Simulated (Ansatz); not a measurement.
Total energies of `[OH][Al]([OH])[F]`.

```xyz
6

O    -1.113    0.995   -0.591
Al    0.137   -0.002   -0.076
O    -0.116   -0.974    1.271
F     1.578   -0.027   -0.873
H    -1.037    1.573   -1.348
H     0.551   -1.565    1.617
```

Total charge 0; spin multiplicity 1. The structure was optimised at the PBE0-D4/def2-TZVP level. It is one conformer, not always the lowest. Basis def2-TZVPP, the Gaussian-basis code of Ansatz.

RPA on PBE orbitals: Hartree–Fock energy of these orbitals -492.53001 Eh, correlation -1.21628 Eh (frozen core).

```
functional  energy without D4 (Eh)  D4 term (kJ/mol)
    revPBE              -494.10139             -24.4
    r2SCAN              -494.10915              -1.9
```

Q: Give the same for LDA (SPW92), PBE, BLYP, B97M-V, PBE0, B3LYP, r2SCANh, r2SCAN0, HSE06 (plane-wave form), BHLYP, CAM-B3LYP, LC-ωPBE, ωB97X-V, ωB97M-V, B2PLYP, PBE-QIDH. (An estimate is asked.)

A: Computed: 
| functional | energy without D4 (Eh) | D4 term (kJ/mol) |
| --- | --- | --- |
| LDA (SPW92) | -491.48199 | – |
| PBE | -493.85360 | -8.2 |
| BLYP | -494.22549 | -18.1 |
| B97M-V | -494.10282 | – |
| PBE0 | -493.87409 | -6.8 |
| B3LYP | -494.27269 | -13.2 |
| r2SCANh | -494.09195 | -2.0 |
| r2SCAN0 | -494.06709 | -2.2 |
| HSE06 (plane-wave form) | -493.85747 | -6.3 |
| BHLYP | -494.14398 | -10.2 |
| CAM-B3LYP | -494.19090 | -6.9 |
| LC-ωPBE | -494.02347 | – |
| ωB97X-V | -494.11880 | – |
| ωB97M-V | -494.16821 | – |
| B2PLYP | -493.99245 | – |
| PBE-QIDH | -493.76212 | – |

B3LYP takes the VWN-RPA correlation (the form of Gaussian; ORCA's B3LYP/G). HSE06 is the plane-wave form, built on full-range PBE exchange. The double hybrids freeze the cores in their second-order part.

LC-ωPBE has ω = 0.4 bohr⁻¹.
